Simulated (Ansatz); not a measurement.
A run for Ansatz (a first-principles code): U-CAM-B3LYP/def2-TZVPPD on O (SMILES [O]). The basis file is the Basis Set Exchange's JSON of that set.

Ansatz 0.2 input:
```yaml
crystal:
  periodic: [false, false, false]
  atoms:
    - {symbol: O, position_ang: [0.00000000, 0.00000000, 0.00000000]}
basis:
  gaussian:
    orbitals: def2-TZVPPD.json
hamiltonian:
  xc: {name: CAM-B3LYP}
magnetization: {spin_polarized: true, initial_magnetization: 2}
```

The log:

```
WARN ansatz: RAYON_NUM_THREADS=1 ignored (pool sized by the plan → 1); use --threads N
Functional definition: CAM-B3LYP
integrals: 0.00 GiB planned
184 factors; their error is unknown
integrals: 0.03 GiB planned
52 factors; integrals over basis functions are off by at most 1.8e-4 eV
mean field: 0.08 GiB planned
mean field evaluation 1: about -2042.7326 eV, gradient 7.1e0 eV
mean field evaluation 2: about -2042.8329 eV, gradient 2.9e0 eV
mean field evaluation 4: about -2042.8602 eV, gradient 6.5e-2 eV
mean field evaluation 8: about -2042.8666 eV, gradient 3.0e-4 eV
mean field -2042.86664901 eV, -75.0739646464 hartree, gradient 2.5e-5 eV, S^2 2.003901; 0 other end points of the search recorded, 0 dependent functions left out
reference -2042.86673125 eV, -75.0739676685 hartree; 5, 3 occupied and 35, 37 virtual orbitals, 184 factors
Total energy: -2042.86673125 eV, -75.0739676685 hartree
```

The run converged.

Cost: roughly 0.29 core-seconds.
